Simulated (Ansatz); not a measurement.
A structure relaxed at PBE-D4/def2-SVP in Ansatz, charge 1, singlet:

```xyz
6

Bi   -1.9135   -0.5596   -0.8859
Bi    1.1871    2.1355    0.2947
Bi    0.6386   -2.0807   -0.1366
S    -1.2111   -1.3164    1.4497
S     2.2978   -0.0724    0.1236
S    -0.9990    1.8936   -0.8455
```

Task: Give its formula and point group.

Result: the cluster Bi₃S₃⁺. Point group Cs (tolerance 0.1 Å).

Task: Summarise the bond lengths by kind (pairs closer than 1.2 times the sum of covalent radii, bridged metal pairs left out).

Result: 6 × Bi–S 2.48 to 2.62 Å.

In the def2 sets Bi takes a core potential; there is no spin–orbit coupling. The restricted singlet is unstable towards broken spin symmetry in Hartree–Fock (as tested in another run); at PBE-D4/def2-SVP this wasn't settled. Another isomer (singlet) lies 0.28 eV lower at PBE0-D4/def2-TZVP; other spin states weren't run for this one.
